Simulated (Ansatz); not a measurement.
Reaction (formal exchange of groups at the Al–B bond): `[CH3][AlH][B](F)[GeH3]` + `C/C=C/I` → `[CH3][AlH]/[CH]=C/I` + `C[B](F)[GeH3]`

Calculated with Ansatz (gas phase, PBE0-D4/def2-TZVP geometries, no zero-point term in ΔE). CBS: MP2 limit from def2 TZ/QZ plus the TZ coupled-cluster correction, frozen cores. Double bonds are as drawn, so ΔE can hold a change between cis and trans. Functionals use def2-TZVPP. B3LYP here is the variant with VWN-RPA as its local correlation; programs differ in this. def2 core potentials past Kr. For Ge, I outer-core shells are correlated without core-valence functions, which leaves a few kJ/mol of doubt a bond. Scalar relativity is left out up to krypton. One conformer a species, not always the lowest.

**Question.** Is it downhill or uphill in electronic energy at CCSD(T)/CBS, and by how much? (Estimate.)

**Answer.** Computed: Downhill: ΔE = -108.9 kJ/mol.

**Question.** What do these levels give: r2SCAN-D4, PBE0-D4, B3LYP-D4, r2SCAN, MP2/def2-TZVPP, HF/def2-QZVPP? (An estimate is asked.)

**Answer.** Ansatz gave: r2SCAN-D4 -117.7, PBE0-D4 -106.2, B3LYP-D4 -111.0, r2SCAN -117.9, MP2/def2-TZVPP -119.0, HF/def2-QZVPP -109.4 kJ/mol.

Largest T1 diagnostic among the species: 0.013.
